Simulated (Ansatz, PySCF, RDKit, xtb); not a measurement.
Noncovalent pair: NH3 (SMILES N) (first 4 atoms) with C2H6O (SMILES CCO); geometry from B3LYP-D3(BJ)/def2-TZVP, rigid monomers moved along the line of their centres of mass till N1···H13 is 1.77 Å.
(charge 0, multiplicity 1):
```xyz
13

N      0.0276    -0.0664     0.4609
H     -0.9204    -0.3453     0.2349
H      0.2749     0.7025    -0.1520
H      0.6387    -0.8444     0.2399
C     -0.1132    -1.2543     4.0294
C     -0.4953     0.2098     3.8528
O      0.3887     0.9098     2.9994
H     -0.7853    -1.7524     4.7336
H      0.9078    -1.3368     4.4063
H     -0.1670    -1.7875     3.0769
H     -1.5310     0.2806     3.4897
H     -0.4618     0.7207     4.8180
H      0.2823     0.5598     2.0935
```

Monomers are frozen at their geometry in the pair; levels with a basis set take the counterpoise correction. Rows marked so take none.

Rows in 6-31G* carry no dispersion term and start afresh at each structure (6-31G* with six Cartesian d functions).

The values were computed with Ansatz (a first-principles code) with Gaussian orbitals; PySCF for 6-31G* rows; RDKit for the force fields; xtb for the GFN methods. Values without a source in brackets are computed.

Question: One of these levels gives -8.34 kcal/mol for the interaction energy. Which one is it?
A. BP86/6-31G* (no counterpoise)
B. B3LYP/def2-TZVPPD
C. MMFF94
D. GFN2-xTB

Answer: A, BP86/6-31G* (no counterpoise). The others give -5.98 (MMFF94), -5.20 (GFN2-xTB), -4.71 (B3LYP/def2-TZVPPD)
